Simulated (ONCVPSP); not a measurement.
Reading a pseudo-wave (H (Z = 1))

Columns: radius, all-electron u(r) and pseudo u(r) of the 1s shell (level -6.35 eV) of hydrogen in the configuration 1s1; LDA (Perdew-Wang 92), scalar-relativistic, ONCV scheme, ONCVPSP 4.0.1.

```csv
r (bohr),all-electron,pseudo
0.040,0.0712,0.0613
0.080,0.1367,0.1220
0.120,0.1971,0.1814
0.160,0.2524,0.2383
0.200,0.3032,0.2921
0.240,0.3496,0.3420
0.280,0.3918,0.3879
0.320,0.4303,0.4300
0.360,0.4652,0.4682
0.400,0.4968,0.5021
0.440,0.5252,0.5317
0.480,0.5508,0.5569
0.520,0.5736,0.5784
0.560,0.5939,0.5969
0.600,0.6118,0.6133
0.640,0.6276,0.6281
0.680,0.6413,0.6415
0.720,0.6532,0.6532
0.760,0.6632,0.6632
0.800,0.6717,0.6717
0.840,0.6786,0.6786
0.880,0.6841,0.6841
0.920,0.6883,0.6883
0.960,0.6914,0.6914
1.000,0.6933,0.6933
1.040,0.6941,0.6941
```

Question: How many radial nodes do the two functions have?

Answer: The all-electron 1s function has n − l − 1 = 0; the pseudo-wave has 0.

Question: At about which radius was the pseudo-wave matched?

Answer: 0.80 bohr. The columns agree to 0.0005 from 0.64 bohr on; several derivatives are matched, so the curves merge somewhat inside the radius.

Question: Is the pseudo-wave norm-conserving?

Answer: Yes: the ONCV scheme keeps the norm inside the radius equal to the all-electron one, which fixes the energy derivative of the logarithmic derivative at the level.
